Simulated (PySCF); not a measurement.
CCl₃, SMILES Cl[C](Cl)Cl (connectivity only; charge and spin as stated), charge +1, multiplicity 1. Atoms are numbered in the order given.

```xyz
4

Cl     1.6480     0.0000     0.0000
C      0.0000     0.0000     0.0000
Cl    -0.8240     1.4272     0.0000
Cl    -0.8240    -1.4272     0.0000
```
Charge +1, spin multiplicity 1.

Coordinates come from a PBE0-D3(BJ)/def2-SVP optimisation. The spin state was assumed, not searched. The isomer is the one that the SMILES or the coordinates give; other isomers of the formula were not compared.

Two levels are set side by side: PBE/pcSseg-2 (PySCF) and PBE0/pcSseg-2 (PySCF). GIAO shifts against HCl (³⁵Cl), TMS (¹³C) at the same level; non-relativistic, no solvent, atoms listed together averaged. Without spin–orbit terms, shifts of atoms bonded to Cl or Br come out too high at both levels. Differences are taken from unrounded values.

```tsv
quantity	PBE
δ(³⁵Cl) of Cl1, Cl3, Cl4 (ppm)	923.2
δ(¹³C) of C2 (ppm)	249.1
```

Q: These are the PBE values. What does PBE0 give? (Estimate from the structure and the level; the computed values follow.)

A: 
```csv
quantity,PBE0,PBE minus PBE0
"δ(³⁵Cl) of Cl1, Cl3, Cl4 (ppm)",886.3,36.9
δ(¹³C) of C2 (ppm),267.2,-18.1
```

Rough cost on one machine, each run with all the roots and properties that it gave: PBE0 against PBE within a factor of 2.
